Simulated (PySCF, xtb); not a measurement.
C3H9NSi2, SMILES [C@H]1(N=C([SiH2]1)C)[SiH3].

Harmonic wavenumbers (cm⁻¹) from GFN2-xTB (xtb 6.7.1) at its own minimum, in rising order: 87, 103, 121, 152, 267, 276, 301, 427, 482, 509, 513, 570, 587, 624, 687, 755, 771, 790, 793, 853, 977, 998, 1039, 1058, 1156, 1231, 1378, 1464, 1465, 1635, 2226, 2239, 2264, 2274, 2283, 2912, 2997, 3009, 3029.

Task: What does PBE-D3(BJ)/def2-SVP (PySCF) give at its own minimum? (Estimate from the structure and the level; the computed values follow.)

Result: 79, 138, 151, 156, 250, 280, 305, 472, 493, 523, 563, 609, 641, 711, 746, 798, 879, 896, 906, 910, 916, 973, 993, 1003, 1141, 1203, 1331, 1384, 1388, 1588, 2124, 2145, 2155, 2166, 2171, 2962, 2996, 3043, 3073. Paired by order, the mean absolute difference is 52 cm⁻¹ and the zero-point energies are 64.8 and 64.7 kcal/mol.
